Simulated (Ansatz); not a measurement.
Gas-phase electronic energies from Ansatz, PBE0-D4/def2-TZVP geometries. CCSD(T)/CBS adds triple-zeta CCSD(T) − MP2 to the extrapolated MP2 energy (def2 sets, frozen cores). DFT in def2-TZVPP. def2 core potentials past Kr. For In outer-core shells are correlated without core-valence functions, which leaves a few kJ/mol of doubt a bond. Each species was taken in one conformer, which may not be the lowest.

Consider the substitution at a C–O bond: `NC[O][InH2]` + CH₃NH₂ → `CNCN` + `[OH][InH2]`.

```
         level  ΔE (eV)
        B2PLYP    -0.12
MP2/def2-QZVPP    -0.18
```

Task: What does CCSD(T)/CBS give? (An estimate is asked.)

Result: The calculation gave: -0.15 eV. The listed levels differ from it by 0.03, -0.03 eV.

Largest T1 diagnostic among the species: 0.017.

In def2-TZVPP, CCSD(T) changes the Hartree–Fock value by −0.05 eV (the triples alone add +0.00 eV) and MP2 by −0.09 eV.
